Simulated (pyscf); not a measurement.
H₃C–Cr(=O)(=O)–OH, singlet

Gas-phase minimum from PySCF at ωB97X-D3(BJ)/def2-SVP, one conformer. 

```xyz
9

C     -0.0978    -1.1061     0.4736
Cr    -1.1643    -0.1105    -0.8572
O     -2.4992    -0.8608    -0.8821
O     -0.3820    -0.2891    -2.1608
O     -1.2584     1.5221    -0.3224
H     -0.6407    -1.0526     1.4276
H      0.8724    -0.5920     0.5247
H      0.0154    -2.1438     0.1352
H     -2.0579     1.8111     0.1407
```

Bonded distances (Å): C1–Cr2 1.975, C1–H6 1.099, C1–H7 1.099, C1–H8 1.097, Cr2–O3 1.532, Cr2–O4 1.531, Cr2–O5 1.721, O5–H9 0.968. Angles (°): Cr2–C1–H6 107.1, Cr2–C1–H7 105.8, Cr2–C1–H8 108.9, H6–C1–H7 111.9, H6–C1–H8 111.4, H7–C1–H8 111.4, C1–Cr2–O3 103.6, C1–Cr2–O4 103.8, C1–Cr2–O5 107.4, O3–Cr2–O4 112.0, O3–Cr2–O5 115.0, O4–Cr2–O5 113.8, Cr2–O5–H9 118.5.

Properties at ωB97X-D3(BJ)/def2-SVP:

```yaml
harmonic_wavenumbers_unscaled: 175, 197, 240, 278, 292, 399, 456, 588, 700, 724, 750, 833, 1180, 1201, 1214, 1413, 1421, 3082, 3217, 3229, 3872 cm⁻¹
zero_point_energy: 36.4 kcal/mol
rotational_symmetry_number: 1
Entropy of this conformer at 298 K and 1 atm, rigid rotor and harmonic oscillator, modes under 100 cm⁻¹ raised to 100: 330.4 J/(mol K)
dipole_moment: 2.77 D
```

Single-point totals, which compare only within one level:

```csv
level,total energy (hartree)
ωB97X-D3(BJ)/def2-TZVP,-1310.80711
PBE/def2-TZVP,-1310.36923
r²SCAN/def2-TZVP,-1310.70334
B3LYP-D3(BJ)/def2-TZVP,-1310.85165
PBE0-D3(BJ)/def2-TZVP,-1310.29790
M06-2X/def2-TZVP,-1310.56234
ωB97M-D3(BJ)/def2-TZVP,-1310.86647
```

Soft torsions are taken as harmonic, which can shift the entropy by several J/(mol K).
